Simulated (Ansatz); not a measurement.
Species: CH$_{4}$FSi, charge 0, doublet. CH4FSi (SMILES [CH2][SiH2]F, doublet).
B3LYP-D3(BJ)/def2-TZVP minimum from Ansatz (an electronic-structure program):
```
Si
F 1 1.6092
H 1 1.4783 2 108.30
H 1 1.4811 3 110.10 2 115.78
C 1 1.8328 3 110.60 4 124.06
H 5 1.0842 1 122.58 3 -19.76
H 5 1.0846 6 114.76 1 178.42
```
Charge 0, spin multiplicity 2.

Total energies in cc-pV(D+d)Z, 19 correlated electrons, 7 frozen orbitals. UHF or UKS for unpaired electrons; spin-orbit terms are left out. Cores are frozen in correlated methods. No relativity.

```tsv
method	program	energy (Eh)	minus CCSDT(Q) (mEh)
HF	Ansatz	-428.59817	447.58
MP2	Ansatz	-428.99864	47.11
CCSD	Ansatz	-429.03592	9.83
CCSD(T)	Ansatz	-429.04412	1.63
CCSDT(Q)	Ansatz	-429.04575	0.00
```

Rough core times of Ansatz's runs on a shared machine: CCSD(T) under 20 s, CCSDT(Q) 30 min.
